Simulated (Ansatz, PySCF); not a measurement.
Reaction (SMILES): P (PH3) -> [PH2] (PH2) + H atom (the H-P bond at the site shown breaks; other sites are not compared here)
Geometries: B3LYP-D3(BJ)/def2-TZVP minima from Ansatz (a program for electronic structure).

Wanted: bond dissociation energy (0 K, with B3LYP-D3(BJ) harmonic zero-point energies from PySCF), in eV. Cores are frozen in the correlated levels unless marked. Open shells are spin-unrestricted. No spin-orbit coupling. Non-relativistic. Basis-set limits of correlation are two-point, X^-3; Hartree-Fock from the larger set.

CCSD(T)/CBS(aug-cc-pV(T+d)Z,aug-cc-pV(Q+d)Z) (Ansatz) gives 3.52 eV.

Q: Another calculation gave 3.51 eV. Which level was it?
(A) r2SCANh/def2-TZVPD (Ansatz)
(B) TPSSh/def2-TZVPD (PySCF)
(C) SVWN5/def2-TZVPD (Ansatz)
(D) HF/def2-TZVPD (PySCF)

A: B, TPSSh/def2-TZVPD (PySCF). The others give 3.36 (r2SCANh), 3.88 (SVWN5), 2.47 (HF) eV.
